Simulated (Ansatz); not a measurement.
Species: InH₃, net charge 0, singlet state. 
Structure (B3LYP-D3(BJ)/def2-TZVP (Ansatz, an electronic-structure program) minimum search):
```
In
H 1 1.7306
H 1 1.7306 2 120.00
H 1 1.7306 2 120.00 3 -180.00
```
Charge 0, spin multiplicity 1.

Parts of the frozen-core correlation energy in def2-SVPD (Ansatz, hartree). Frozen orbitals: 9; correlated occupied orbitals by spin: 3 and 3; virtual: 44 and 44. No spin-orbit coupling. Past Kr the def2 sets carry scalar-relativistic core potentials.

```json
[
 {"term": "reference (HF)", "value": "-190.90584"},
 {"term": "MP2 opposite-spin", "value": "-0.07043"},
 {"term": "MP2 same-spin", "value": "___"},
 {"term": "CCSD correlation", "value": "___"},
 {"term": "(T)", "value": "___"},
 {"term": "T1 diagnostic", "value": "0.009"},
 {"term": "largest doubles amplitude", "value": "0.036"}
]
```

Q: Complete the blanks.

A: 
- MP2 same-spin, value: -0.00398
- CCSD correlation, value: -0.09777
- (T), value: -0.00126
